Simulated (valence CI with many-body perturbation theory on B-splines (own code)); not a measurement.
**Questions on Sb⁴³⁺**

Level of theory: configuration interaction combined with many-body perturbation theory (CI+MBPT): six valence electrons over a frozen Dirac-Fock core [He], radial functions for each j: 9 s, 9 p, 8 d, 6 f, 3 g, 1 h, with the one-electron correlation potential Σ1, the two-electron term Σ2, the three-electron term Σ3, Breit, model QED; selected CI, second order for the rest, scaled by the run's own slope (own B-spline code, finite nucleus).

No measured spectrum was set against this ion. As an estimate, large intervals hold to a few tenths of a per cent, small ones and those within an open d or f shell to about a per cent. Among the levels kept, up to 2500 cm⁻¹ of a level comes from second order outside the variational space, and about a tenth of that is noise between levels of different J, which matters for small intervals.

Levels are named by their leading jj configuration (3d3/2^4 stands for four electrons in 3d with j = 3/2), which in mixed levels can hold well under half, so a name can repeat and another be missing.

Rates and lifetimes use the calculated energies. Strong lines usually hold to 10 to 20 %, long lifetimes can be off by a factor of two.

**Question.** What is the ground level?

**Answer.** (2s^2 2p1/2^2 2p3/2^2) J=2, composition 71 % 2s²2p⁴ ³P + 29 % 2s²2p⁴ ¹D, g = 1.340.

**Question.** Among levels below 36008 × 10³ cm⁻¹, which E1 lines absorb most strongly from the ground level?

**Answer.** to (2s^2 2p1/2^2 2p3/2 3d5/2) J=3 at 0.2956 nm, f = 0.626; to (2s^2 2p1/2 2p3/2^2 3d3/2) J=3 at 0.2796 nm, f = 0.572; to (2s^2 2p1/2 2p3/2^2 3d3/2) J=2 at 0.2796 nm, f = 0.329.

**Question.** What is the ionisation energy?

**Answer.** 7167.4 eV; NIST lists 7167 ± 4 eV (theoretical).

**Question.** What are the static dipole polarisabilities of the lowest levels?

**Answer.** (2s^2 2p1/2^2 2p3/2^2) J=2 0.000412 (tensor 2.7e-05); (2s^2 2p1/2^2 2p3/2^2) J=0 0.000384 bohr³, of which the core gives 1.18e-06.

**Question.** How well does LS coupling describe the low levels?

**Answer.** Among the lowest 20 levels the leading LS term, summed over configurations, holds 58 % on average. For single configurations the figures are 58 % in LS and 98 % in jj coupling. Terms mix most in the J = 2 level at 32325 × 10³ cm⁻¹, where the leading one holds 24 %.
